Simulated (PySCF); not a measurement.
# Worked example: entropy of an ideal gas

CsF, SMILES [Cs][F].

The structure is a stationary point at PBE0-D3(BJ)/def2-TZVPD. The def2 effective core potentials stand for the cores of Cs; spin–orbit coupling is left out.

PBE0-D3(BJ)/def2-TZVPD (PySCF 2.14.0) gives the harmonic wavenumbers 354 cm⁻¹ and the rotational temperature 0.2550 K. The molar mass is 151.90 g/mol, the symmetry number 1, the spin multiplicity 1.

Q: Work out the entropy at 298.15 K and 1 atm in the rigid-rotor, harmonic-oscillator model.

A: 
Translation (Sackur–Tetrode at 1 atm): S = R[1.5 ln M + 2.5 ln T − 1.16487] = 171.4 J/(mol K).
Rotation: q = T/(σ θ) = 1170, S = R[ln q + 1] = 67.0 J/(mol K).
Vibration: with u = 1.4388 ν/T, each mode gives R[u/(e^u − 1) − ln(1 − e^−u)]:
```json
[
 {"ν (cm⁻¹)": "354", "modes": "1", "u": "1.71", "S (J/(mol K))": "4.80"}
]
```
These are all the modes. Sum 4.8 J/(mol K).
Spin: R ln 1 = 0.0 J/(mol K).
Total 243.2 J/(mol K); the program's own thermochemistry gives 243.3. Translation makes up 70 % and vibration 2 %. Anharmonicity, hindered rotation and orbital degeneracy are left out.
